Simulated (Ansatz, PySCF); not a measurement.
The molecule Tc$_{2}$, closed-shell singlet (lowest of 2S+1 = 1, 3, 5, 7, 9, 11 at CCSD(T)/def2-TZVPP on PBE0 minima; our sources give no spin for the ground state, which may be another). No spin–orbit coupling. The T1 diagnostic near the minimum is 0.127, so single-reference values are doubtful.

The constants come from a fifth-degree fit in 1/R (seven points, main isotopes). Runs in def2 and cc sets follow the lowest solution found near the PBE0 minimum. The singlet is held restricted.

The values were computed with Ansatz (a first-principles code); PySCF for 3-21G rows.  In def2 rows elements past Kr take small-core potentials, without spin–orbit coupling.

| level | r_e (Å) | ω_e (cm⁻¹) | α_e (cm⁻¹) | B_e (cm⁻¹) |
|---|---|---|---|---|
| HF/3-21G | 1.937 | 564 | 0.00028 | 0.0928 |
| SVWN5/def2-TZVPP | 1.917 | 551 | 0.00023 | 0.0947 |
| PBE/def2-TZVPP | 1.934 | 528 | 0.00023 | 0.0930 |
| r2SCAN/def2-TZVPP | 1.914 | 551 | 0.00023 | 0.0949 |
| B97M-V/def2-TZVPP | 1.911 | 545 | 0.00024 | 0.0953 |
| B3LYP/def2-TZVPP | 1.916 | 553 | 0.00022 | 0.0948 |
| PBE0/def2-TZVPP | 1.894 | 576 | 0.00022 | 0.0970 |
| BHLYP/def2-TZVPP | 1.875 | 604 | 0.00022 | 0.0990 |
| CAM-B3LYP/def2-TZVPP | 1.889 | 591 | 0.00021 | 0.0975 |
| wB97X-V/def2-TZVPP | 1.876 | 609 | 0.00021 | 0.0989 |
| wB97M-V/def2-TZVPP | 1.880 | 604 | 0.00021 | 0.0985 |

Rows in 3-21G carry no dispersion term and start afresh at each structure; the Pople sets are all-electron and without relativity.
